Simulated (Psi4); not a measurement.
Conformational energy of C7H6OS, SMILES Sc1cc(C=O)ccc1. Scanned: dihedral O1–C2–C3–C4; all other coordinates were relaxed at GFN2-xTB. Points at φ and −φ are mirror images.

Geometry of the scan point at 180° (Å):
```
15

O     -2.0179    -2.4279     0.5360
C     -2.0595    -1.3249     0.0548
C     -0.9223    -0.4012    -0.0491
C     -1.0762     0.8584    -0.6257
C      0.0101     1.7107    -0.7121
C      1.2458     1.3190    -0.2298
C      1.4045     0.0608     0.3471
S      3.0017    -0.3914     0.9473
C      0.3222    -0.7979     0.4375
H     -3.0025    -0.9163    -0.3599
H     -2.0421     1.1615    -1.0015
H     -0.1014     2.6877    -1.1574
H      2.0959     1.9809    -0.2954
H      2.6543    -1.6042     1.3735
H      0.4120    -1.7799     0.8794
```

Calculation: PBE-D3(BJ)/def2-SVP // GFN2-xTB (Psi4 1.11).

Scanned values (°): -165, -150, -135, -120, -105, -90, -75, -60, -45, -30, -15, 0, 15, 30, 45, 60, 75, 90, 105, 120, 135, 150, 165, 180.

**Question.** At which scan points does the profile have its minima and maxima, and how high do they lie?

**Answer.** Lower than their neighbours: 0° (2.0 kJ/mol), 180° (0.0 kJ/mol). Higher than their neighbours: -90° (44.8 kJ/mol), 90° (44.8 kJ/mol). The whole profile spans 44.8 kJ/mol.
